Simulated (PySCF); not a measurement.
Atom-mapped SMILES (the numbers label the heavy atoms): `[O:1]=[C:2]([Cl:3])[c:4]1[cH:5][cH:6][cH:7][o:8]1`; H(Xn) means a hydrogen on atom n.

Geometry: PBE0-D3(BJ)/def2-SVP; GIAO absolute shieldings from PySCF 2.14, gas phase, non-relativistic, averaged over equivalent atoms.

At PBE0/def2-TZVP (272 basis functions, 73 s wall time on 1 thread of an Intel Xeon Platinum 8375C, shared host):
| atoms | σ (ppm) |
| --- | --- |
| O1 | -190.4 |
| O8 | 20.5 |
| C2 | 22.1 |
| C7 | 34.8 |
| C4 | 35.6 |
| C5 | 60.3 |
| C6 | 68.3 |
| Cl3 | 502.3 |
| H(C7) | 23.82 |
| H(C5) | 23.88 |
| H(C6) | 24.71 |

Problem. Estimate the result of repeating the calculation with PBE0/cc-pVTZ.

Solution. 
```
atoms  σ at PBE0/cc-pVTZ  change
   O1             -187.7    +2.7
   O8               24.2    +3.7
   C2               24.1    +2.0
   C7               36.6    +1.8
   C4               37.8    +2.2
   C5               61.9    +1.6
   C6               69.7    +1.4
  Cl3              551.9   +49.6
H(C7)              23.68   -0.14
H(C5)              23.71   -0.17
H(C6)              24.55   -0.16
```

The largest change is at Cl3 (chlorine bonded to C). Cost: 286 basis functions, 87 s wall time on 1 thread of an Intel Xeon Platinum 8375C, shared host. The order of the carbon signals is the same at both levels.

Carbons that carry Cl, above all several Cl atoms, come out too deshielded, partly because spin–orbit coupling is missing.
